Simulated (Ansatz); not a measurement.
Reactions of FH6N3Zr (`[NH2][Zr]([NH2])([NH2])[F]`).

Computed with Ansatz on PBE0-D4/def2-TZVP structures; ΔE is electronic, products minus reactants. CCSD(T)/CBS adds triple-zeta CCSD(T) − MP2 to the extrapolated MP2 energy (def2 sets, frozen cores). This one scheme is used for every species. DFT in def2-TZVPP. B3LYP here is the variant with VWN-RPA as its local correlation; programs differ in this. Elements past krypton have def2 core potentials. For I, Zr outer-core shells are correlated without core-valence functions, which leaves a few kJ/mol of doubt a bond. One conformer a species, not always the lowest.

```
                                                                 reaction  B2PLYP (eV)  B3LYP-D4 (eV)
     `[NH2][Zr]([NH2])([NH2])[F]` + HI → `[NH2][Zr]([NH2])([F])[I]` + NH₃        -1.08          -1.03
   `[NH2][Zr]([NH2])([NH2])[F]` + HI → `[NH2][Zr]([NH2])([NH2])[I]` + H–F         0.15           0.18
`[NH2][Zr]([NH2])([NH2])[F]` + NH₃ → `[NH2][Zr]([NH2])([NH2])[NH2]` + H–F         1.39           1.38
    `[NH2][Zr]([NH2])([NH2])[F]` + H–F → `[NH2][Zr]([NH2])([F])[F]` + NH₃        -1.30          -1.28
```

Task: Give the CCSD(T)/CBS values in the same order. (Best estimate.)

Result: Ansatz gave: -1.09, 0.01, 1.28, -1.18 eV.

Largest T1 diagnostic: 0.017, for `[NH2][Zr]([NH2])([F])[F]`.
